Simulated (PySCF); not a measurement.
Job file and geometry (Å, from GFN2-xTB) of an NMR shielding run on `InChI=1S/C2H14N2SSi3/c1-4-8(7-3)2-6-5/h4-5,8H,2-3,6-7H2,1H3/t8-/m0/s1`, GIAO PBE0/pcSseg-1 NMR shielding, non-relativistic, gas phase (PySCF 2.14.0, density-fitted response routines); density fitting, a coarse starting grid and PySCF grid level 2 are the driver's defaults:

```
$ OMP_NUM_THREADS=1 python probes_run.py task.json out

{"job": {"kind": "nmr", "xc": "PBE0", "basis": "pcSseg-1"}, "charge": 0, "multiplicity": 1}
C     -2.024461    -1.697045    -0.549118
N     -0.779030    -1.221054     0.003160
Si     0.103284     0.111361    -0.631710
C      1.472754     0.444260     0.670567
Si     2.380057    -1.029756     1.429472
S      2.791414    -2.524722    -0.073193
Si    -1.251389     1.936565    -0.997289
N     -1.539213     2.725391     0.510497
H     -1.874127    -2.382054    -1.390972
H     -2.604265    -0.846822    -0.901224
H     -2.600136    -2.217285     0.219192
H     -0.244871    -1.984751     0.395011
H      0.843389    -0.217300    -1.883428
H      1.047438     1.014157     1.495482
H      2.204306     1.104279     0.202974
H      3.671462    -0.636366     1.995481
H      1.591586    -1.767201     2.408995
H      3.007504    -1.684387    -1.071929
H     -2.605463     1.656646    -1.491490
H     -0.659899     2.832223    -2.015610
H     -2.173095     3.507781     0.539635
H     -0.767655     2.895462     1.134648
```

Q: Write the output of this run.

A: 
```
coarse grid: 19472 points
cycle   1  E = -1459.9414867885  dE =  4.995e-01  |g| = 6.341e-01  |ddm| = 4.194e+00
cycle   2  E = -1459.8750785520  dE =  6.641e-02  |g| = 8.368e-01  |ddm| = 1.490e+00
cycle   3  E = -1460.0342354406  dE = -1.592e-01  |g| = 8.432e-02  |ddm| = 9.663e-01
cycle   4  E = -1460.0357527150  dE = -1.517e-03  |g| = 3.275e-02  |ddm| = 1.258e-01
cycle   5  E = -1460.0359892854  dE = -2.366e-04  |g| = 6.552e-03  |ddm| = 3.547e-02
cycle   6  E = -1460.0359979743  dE = -8.689e-06  |g| = 3.242e-03  |ddm| = 1.018e-02
cycle   7  E = -1460.0360004295  dE = -2.455e-06  |g| = 4.489e-04  |ddm| = 3.885e-03
final grid: 167136 points
cycle   8  E = -1460.0764982969  dE = -3.255e-05  |g| = 9.199e-03  |ddm| = 2.845e-02
cycle   9  E = -1460.0764830194  dE =  1.528e-05  |g| = 1.220e-02  |ddm| = 2.069e-02
cycle  10  E = -1460.0765176291  dE = -3.461e-05  |g| = 9.723e-04  |ddm| = 1.245e-02
cycle  11  E = -1460.0765178218  dE = -1.927e-07  |g| = 2.421e-04  |ddm| = 1.096e-03
cycle  12  E = -1460.0765178339  dE = -1.213e-08  |g| = 5.889e-05  |ddm| = 2.280e-04
cycle  13  E = -1460.0765178347  dE = -7.199e-10  |g| = 2.771e-05  |ddm| = 8.708e-05
converged SCF energy = -1460.0765178347

GIAO shielding tensors (ppm)
atom      isotropic    diamagn.    paramagn.     s11        s22        s33       span
  0 C      153.787     242.452     -88.665    131.302    142.873    187.185     55.883
  1 N      250.827     326.727     -75.899    214.473    245.695    292.314     77.841
  2 Si     379.191     883.767    -504.576    325.544    362.633    449.397    123.853
  3 C      191.589     261.527     -69.938    186.779    187.795    200.192     13.413
  4 Si     378.873     879.420    -500.547    329.080    387.281    420.259     91.179
  5 S      770.845    1058.396    -287.551    687.967    722.682    901.887    213.920
  6 Si     411.266     880.491    -469.224    359.299    388.802    485.698    126.399
  7 N      273.509     316.705     -43.195    236.891    263.178    320.458     83.566
  8 H       28.810      28.129       0.681     23.256     26.722     36.451     13.195
  9 H       28.917      30.126      -1.209     23.531     28.758     34.464     10.932
 10 H       28.669      28.266       0.403     23.371     26.164     36.472     13.101
 11 H       31.346      36.212      -4.866     19.632     32.567     41.838     22.206
 12 H       26.528      32.698      -6.170     23.330     25.526     30.727      7.397
 13 H       31.536      35.446      -3.911     25.619     29.938     39.050     13.431
 14 H       32.006      33.536      -1.530     26.566     29.833     39.619     13.053
 15 H       26.334      27.830      -1.495     21.241     24.965     32.798     11.557
 16 H       26.860      29.694      -2.834     24.025     24.661     31.893      7.868
 17 H       31.631      32.577      -0.946     23.707     29.158     42.027     18.320
 18 H       26.569      29.763      -3.194     23.846     25.088     30.772      6.926
 19 H       26.841      29.500      -2.660     22.828     25.094     32.600      9.772
 20 H       31.819      28.512       3.307     23.182     27.397     44.878     21.695
 21 H       32.199      33.403      -1.204     23.305     30.685     42.606     19.301
```

Q: Turn these shieldings into chemical shifts. References, each an isolated molecule treated in the same way: $^{13}$C (σref 186.93), $^{29}$Si (σref 349.16), $^{1}$H (σref 31.72) vs TMS; $^{15}$N (σref 267.73) vs NH3; CS2 for $^{33}$S (σref 503.73).

A: Averaging equivalent atoms: C 0: 33.1; C 3: -4.7; N 1: 16.9; N 7: -5.8; Si 4: -29.7; Si 2: -30.0; Si 6: -62.1; S 5: -267; H 15: 5.38; H 12: 5.19; H 18: 5.15; H 19: 4.88; H 16: 4.86; H 8/9/10: 2.92; H 11: 0.37; H 13: 0.18; H 17: 0.09; H 14: -0.29; H 20/21: -0.29 ppm. Experimental scales use liquid or dissolved standards, which lie at an offset from isolated NH3 (liquid NH3: subtract about 20 ppm).

Size and cost of the density-fitted run: 234 basis functions, 68 s wall time on 1 thread of an Arm Neoverse V2, shared host; peak memory 1.1 GiB.
